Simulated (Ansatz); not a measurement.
p-cresol (C7H8O), singlet, at a GFN2-xTB geometry. Base run: PBE0/STO-3G run with Ansatz (an electronic-structure program).

Ansatz was given this input:
Ansatz 0.2 input:
```yaml
crystal:
  periodic: [false, false, false]
  atoms:
    - {symbol: C, position_ang: [-2.83485466, 0.11645217, 0.39917449]}
    - {symbol: C, position_ang: [-1.35119902, 0.04253937, 0.19543320]}
    - {symbol: C, position_ang: [-0.48079655, 0.69822704, 1.05464705]}
    - {symbol: C, position_ang: [0.88746555, 0.65034956, 0.85778854]}
    - {symbol: C, position_ang: [1.41233797, -0.06087735, -0.21302987]}
    - {symbol: O, position_ang: [2.75310773, -0.13806513, -0.44684273]}
    - {symbol: C, position_ang: [0.54999479, -0.72197732, -1.08106165]}
    - {symbol: C, position_ang: [-0.81332749, -0.66596930, -0.87292005]}
    - {symbol: H, position_ang: [-3.32025483, -0.78818912, 0.04028342]}
    - {symbol: H, position_ang: [-3.07584159, 0.25269851, 1.45093519]}
    - {symbol: H, position_ang: [-3.24713136, 0.96147983, -0.15374877]}
    - {symbol: H, position_ang: [-0.87489984, 1.25504510, 1.89283045]}
    - {symbol: H, position_ang: [1.55226643, 1.16616706, 1.53910024]}
    - {symbol: H, position_ang: [3.22889816, 0.36194627, 0.22698678]}
    - {symbol: H, position_ang: [0.96800090, -1.27300046, -1.90846528]}
    - {symbol: H, position_ang: [-1.47362327, -1.18409113, -1.55337055]}
basis:
  gaussian:
    orbitals: STO-3G
hamiltonian:
  xc: pbe0
```

The bond that is stretched is that between atoms 16 and 8. A test that says stable can miss a lower solution.

Variants of this job, named by their change:

```tsv
change	ΔE vs base (eV)	<S^2>	stability test says
base	0.00	0.000	minimum (restricted orbitals)
spin_polarized = on; lower_state_search = off	0.00	0.000	undecided (no full test)
spin_polarized = on; lower_state_search = standard	0.00	0.000	minimum
bond × 1.25	0.91	0.000	minimum (restricted orbitals)
spin_polarized = on; lower_state_search = off; bond × 1.25	0.91	0.000	undecided (no full test)
spin_polarized = on; lower_state_search = standard; bond × 1.25	0.91	0.000	minimum
bond × 1.5	2.68	0.000	minimum (restricted orbitals)
spin_polarized = on; lower_state_search = off; bond × 1.5	2.68	0.000	undecided (no full test)
spin_polarized = on; lower_state_search = standard; bond × 1.5	2.68	0.000	minimum
bond × 1.8	4.76	0.000	minimum (restricted orbitals)
spin_polarized = on; lower_state_search = off; bond × 1.8	4.76	0.000	undecided (no full test)
spin_polarized = on; lower_state_search = standard; bond × 1.8	4.73	0.196	minimum
bond × 2.2	6.88	0.000	minimum (restricted orbitals)
spin_polarized = on; lower_state_search = off; bond × 2.2	6.88	0.000	undecided (no full test)
spin_polarized = on; lower_state_search = standard; bond × 2.2	5.85	0.854	minimum
bond × 3.0	8.97	0.000	minimum (restricted orbitals)
spin_polarized = on; lower_state_search = off; bond × 3.0	8.97	0.000	undecided (no full test)
spin_polarized = on; lower_state_search = standard; bond × 3.0	6.14	1.011	minimum
```

Where a bond breaks into two radicals, a solution with restricted orbitals usually stops being the lowest and lies too high; an unrestricted one lies lower at the price of spin contamination, which <S^2> shows.
